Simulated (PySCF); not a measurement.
SCF from a fresh guess for sextet FeH₂⁺, at the PBE0 minimum. PySCF input:

```python
from pyscf import gto, scf, dft
mol = gto.M(atom='''
Fe     0.000000     0.000000    -0.081556
H      0.379800    -0.000000     2.263195
H     -0.379800     0.000000     2.263195''',
    basis={'Fe': 'def2-TZVP', 'H': 'def2-TZVP'},
    charge=1, spin=5)
mf = dft.UKS(mol, xc='PBE0')
mf.grids.atom_grid = (50, 194)
aux = {'Fe': 'def2-universal-JKFIT', 'H': 'def2-universal-JKFIT'}
mf = mf.density_fit(auxbasis=aux)
mf.conv_tol = 1e-08
mf.diis_space = 10
mf.max_cycle = 60
mf.init_guess = 'minao'
mf.verbose = 4
mf.kernel()
```

Excerpt of the output (cycles alone):

```
init E= -1263.46515997215
cycle= 1 E= -1251.02854800254  delta_E= 12.4  |g|= 4.53  |ddm|=  7.7
cycle= 2 E= -1252.00330700608  delta_E= -0.975  |g|= 6.39  |ddm|= 9.49
cycle= 3 E= -1261.78282749864  delta_E= -9.78  |g|= 2.97  |ddm|= 4.55
cycle= 4 E= -1263.27179589864  delta_E= -1.49  |g|=  1.7  |ddm|=  1.1
cycle= 5 E= -1264.2851029164  delta_E= -1.01  |g|= 0.254  |ddm|= 1.02
cycle= 6 E= -1264.32782935484  delta_E= -0.0427  |g|= 0.0848  |ddm|= 0.376
cycle= 7 E= -1264.33147760677  delta_E= -0.00365  |g|= 0.0216  |ddm|= 0.0691
cycle= 8 E= -1264.33203386576  delta_E= -0.000556  |g|= 0.00629  |ddm|= 0.0448
cycle= 9 E= -1264.33205800167  delta_E= -2.41e-05  |g|= 0.00357  |ddm|= 0.00841
cycle= 10 E= -1264.33206241139  delta_E= -4.41e-06  |g|= 0.000693  |ddm|= 0.00267
cycle= 11 E= -1264.33206257086  delta_E= -1.59e-07  |g|= 6.2e-05  |ddm|= 0.000584
cycle= 12 E= -1264.33206257333  delta_E= -2.48e-09  |g|= 8.62e-06  |ddm|= 7.37e-05
Extra cycle  E= -1264.33206257336  delta_E= -2.61e-11  |g|= 9.52e-06  |ddm|= 1.48e-05
converged SCF energy = -1264.33206257336  <S^2> = 8.7517007  2S+1 = 6.0005669
```

No lower solution of this spin was found from smeared starts or by a stability analysis within the unrestricted form.

With open d or f shells other occupations or spin states may lie lower.

The search for the lowest solution, 3 starts and the stability check together, took 13 s on 2 threads of a shared Arm Neoverse N1 host, with 57 basis functions; the process peaked at 0.3 GiB.
